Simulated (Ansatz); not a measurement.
Species: chloro(trimethoxy)silane, C₃H₉ClO₃Si (charge 0, singlet). 
Structure (B3LYP-D3(BJ)/def2-TZVP (Ansatz, an electronic-structure program) minimum search):
SMILES: CO[Si](Cl)(OC)OC
```xyz
17

C      0.9206     2.5731    -0.0901
O     -0.1230     1.6739     0.2662
Si    -0.0486     0.0603     0.2031
Cl     0.4152    -0.5157    -1.7365
O      1.1038    -0.4807     1.1994
C      1.5014    -1.8375     1.3586
O     -1.4773    -0.5767     0.6107
C     -2.7062    -0.3825    -0.0796
H      1.2207     2.4268    -1.1302
H      1.7885     2.4337     0.5577
H      0.5410     3.5862     0.0331
H      2.3202    -1.8606     2.0760
H      0.6741    -2.4404     1.7387
H      1.8447    -2.2553     0.4094
H     -2.6261    -0.7171    -1.1164
H     -2.9967     0.6700    -0.0627
H     -3.4679    -0.9722     0.4282
```

Parts of the frozen-core correlation energy in 6-31G* (Ansatz, hartree). Frozen orbitals: 16; correlated occupied orbitals by spin: 25 and 25; virtual: 105 and 105. No spin-orbit coupling. No relativistic terms.

```json
[
 {"term": "reference (HF)", "value": "-1092.00426"},
 {"term": "MP2 opposite-spin", "value": "[?]"},
 {"term": "MP2 same-spin", "value": "-0.29067"},
 {"term": "CCSD correlation", "value": "[?]"},
 {"term": "(T)", "value": "[?]"},
 {"term": "T1 diagnostic", "value": "0.011"},
 {"term": "largest doubles amplitude", "value": "0.013"}
]
```

Question: Fill in the missing entries.

Answer: 
- MP2 opposite-spin, value: -0.83568
- CCSD correlation, value: -1.19129
- (T), value: -0.02949
